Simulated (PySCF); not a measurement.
All numbers come from PySCF, Ur2SCAN, basis Cr def2-TZVP, H def2-TZVP (no relativity, density fitting).

```xyz
4
charge 0 multiplicity 4, angstrom
Cr    0.0000    0.0000   -0.0386
H     1.4825    0.0000    0.5940
H    -0.7412    1.2839    0.5940
H    -0.7413   -1.2839    0.5940
```

CrH3 (quartet), along the line from Cr1 (at 0) through H2 (at 1.612 Å).

Task: Tabulate the fields along this line at -0.56, -0.40, -0.24, -0.08, 0.16, 0.32, 0.48, 0.64, 0.81, 0.97, 1.13, 1.29, 1.45, 1.69, 1.85, 2.01, 2.18, 2.34, 2.50 Å.

Result: 
```csv
distance (Å),electron density (e/Å³),spin density (e/Å³),electron localisation function,electrostatic potential (V)
-0.56,4.68,0.48,0.738,61.4
-0.40,12.5,1.2,0.745,149
-0.24,27.1,1.88,0.134,447
-0.08,633,0.139,0.562,2580
0.16,130,1.4,0.749,897
0.32,14.8,1.29,0.314,253
0.48,7.16,0.653,0.684,94.4
0.64,2.62,0.309,0.503,42.1
0.81,1.14,0.148,0.313,21.6
0.97,0.801,0.0579,0.488,13
1.13,0.866,-0.0146,0.917,11.7
1.29,1.15,-0.103,0.996,20
1.45,1.72,-0.236,1,60.1
1.69,2,-0.346,1,148
1.85,1.01,-0.19,1,31.7
2.01,0.504,-0.104,1,11.3
2.18,0.261,-0.0581,1,4.29
2.34,0.138,-0.0326,1,1.44
2.50,0.0752,-0.0186,1,0.226
```

On a grid of 0.08 Å the density has a local minimum along the bond near 0.97 Å from Cr, at 0.80 e/Å³, where the ELF is 0.49.

Other spin states or occupations of the open shell can lie lower.
